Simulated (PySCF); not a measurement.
HfBr3, SMILES [Br][Hf]([Br])[Br] (connectivity only; charge and spin as stated), neutral, multiplicity 2.

Geometry optimised at B3LYP-D3(BJ)/def2-SVP. The multiplicity is an assumed one; other spin states were not compared. The def2 effective core potentials stand for the cores of Hf; spin–orbit coupling is left out.

Level of theory: TDA-PBE/def2-SVPD (PySCF).

Vertical excitations; the highest root listed may be one member of a degenerate set. 

Computed UV-visible absorptions:
| state | energy (eV) | λ (nm) | f | main pairs |
|---|---|---|---|---|
| root 1 | 1.43 | 866 | 0.000 | α HOMO→LUMO (degenerate set) |
| root 2 | 1.43 | 866 | 0.000 | α HOMO→LUMO+1 (degenerate set) |
| root 3 | 2.41 | 515 | 0.001 | α HOMO→LUMO+3 (degenerate set) |
| root 4 | 2.41 | 514 | 0.001 | α HOMO→LUMO+2 (degenerate set) |
| root 5 | 4.09 | 303 | 0.128 | α HOMO→LUMO+4 86 %, β HOMO−1→LUMO 11 % |
| root 6 | 4.15 | 298 | 0.000 | α HOMO→LUMO+5 93 % |
| root 7 | 4.20 | 295 | 0.000 | α HOMO−1→LUMO+1 (degenerate set) |
| root 8 | 4.20 | 295 | 0.000 | α HOMO−1→LUMO (degenerate set) |
| root 9 | 4.31 | 288 | 0.000 | β HOMO→LUMO 100 % |
| root 10 | 4.48 | 277 | 0.003 | α HOMO−2→LUMO+1 81 %, β HOMO−1→LUMO+2 9 % |
Unrestricted roots are not spin-pure.
